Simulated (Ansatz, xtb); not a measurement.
**C3H9BO2Si: which of two isomers lies lower**

We compare X, `[SiH3]C1COBOC1`, a singlet, with Y, `C[SiH2][C@@H]1COBO1`, a singlet. Both are isolated molecules in the gas phase, relaxed with PBE0-D3(BJ)/def2-SVP, each in the lowest conformer that the search found.

**Question.** Estimate E(Y) − E(X) at the level CCSD(T)/def2-SVP + ΔMP2/def2-TZVPP.

**Answer.** Calculated at CCSD(T)/def2-SVP + ΔMP2/def2-TZVPP: E(Y) − E(X) = −4.9 kcal/mol, so structure Y lies lower.

The same difference at several levels:

```tsv
level	geometry	E(Y) − E(X) (kcal/mol)	departure from the last row (kcal/mol)	job, with rough time for the two
GFN2-xTB	GFN2-xTB	+7.1	+12.0	optimisation, 0.31 s
HF/STO-3G	GFN2-xTB	−8.3	−3.4	single point, 0.4 s
r2SCAN-D4/def2-SVP	GFN2-xTB	−2.7	+2.2	single point, 4.1 s
PBE0-D3(BJ)/def2-SVP	PBE0-D3(BJ)/def2-SVP	−2.8	+2.1	optimisation, 62 s
HF/def2-SVP	PBE0-D3(BJ)/def2-SVP	−2.5	+2.4	part of the CCSD(T) run
MP2/def2-SVP	PBE0-D3(BJ)/def2-SVP	−2.0	+2.9	part of the CCSD(T) run
CCSD(T)/def2-SVP	PBE0-D3(BJ)/def2-SVP	−1.8	+3.1	single point
CCSD(T)/def2-SVP + ΔMP2/def2-TZVPP	PBE0-D3(BJ)/def2-SVP	−4.9		single point, 79 s
```

As drawn, Y has 1 C–Si, 1 C–H in place of 1 C–C, 1 Si–H. Structure X has a 6-membered ring, Y a 5-membered ring.

GFN2-xTB puts the two in the other order. The largest departure from CCSD(T)/def2-SVP + ΔMP2/def2-TZVPP is that of GFN2-xTB, 12.0 kcal/mol. The last row adds to CCSD(T) the change of the MP2 difference between the two basis sets, here −3.1 kcal/mol, a large step that makes the value less sure.

With thermal terms from frequencies at re-optimised GFN2-xTB minima (ideal gas, soft modes damped towards free rotors, one conformer each, 298.15 K, 1 atm): on the last row, ΔE + ΔZPE = −4.6, ΔH = −4.2, ΔG = −5.5 kcal/mol.

The correlated steps freeze 11 core orbitals. Mirror images aren't counted in ΔG. Codes used: Ansatz 0.2.0, xtb 6.7.1; the last row on 4 threads of Arm Neoverse V1 on a shared host.
